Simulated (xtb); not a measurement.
dibromo(difluoro)methane (CBr2F2), SMILES FC(Br)(Br)F. All values are semi-empirical tight-binding results from xtb (GFN2-xTB unless named), good for trends rather than for accurate numbers. The structure is a stationary point at GFN2-xTB.

```json
{
  "point_group_as_xtb_finds_it": "C2v",
  "orbital_gap": "4.19 eV",
  "zero_point_energy": "6.6 kcal/mol",
  "G − E(el) at 298.15 K (modified RRHO)": "-12.9 kcal/mol",
  "static polarisability (D4 model)": "58.2 bohr³",
  "solvation energy, GFN2-xTB/ALPB(water)": "1.4 kcal/mol",
  "solvation energy, GFN2-xTB/ALPB(chcl3)": "-3.4 kcal/mol"
}
```
